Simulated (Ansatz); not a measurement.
A structure relaxed at r2SCAN-D4/def2-SVP in Ansatz, charge 0, singlet:

```xyz
7

Si   -1.8366   -0.3828   -1.1383
Si    0.3435   -1.1087   -0.4544
Si    1.1453    2.1859    1.6663
Si    0.0298    1.2792   -0.1094
Si    1.4354   -0.0601    1.2776
Cl   -2.7717   -0.3822    0.7855
Cl    1.6543   -1.5312   -2.0273
```

(1) Give its formula.

(2) Summarise the bond lengths by kind (pairs closer than 1.2 times the sum of covalent radii, bridged metal pairs left out).

Results:

(1) Si5Cl2 (the lowest singlet isomer of a short search).

(2) 6 × Si–Si 2.28 to 2.43 Å; 2 × Cl–Si 2.09 to 2.14 Å.

The restricted singlet is unstable towards broken spin symmetry in Hartree–Fock (as tested in another run); at r2SCAN-D4/def2-SVP this wasn't settled. The structure comes from a short search, and lower isomers may exist.
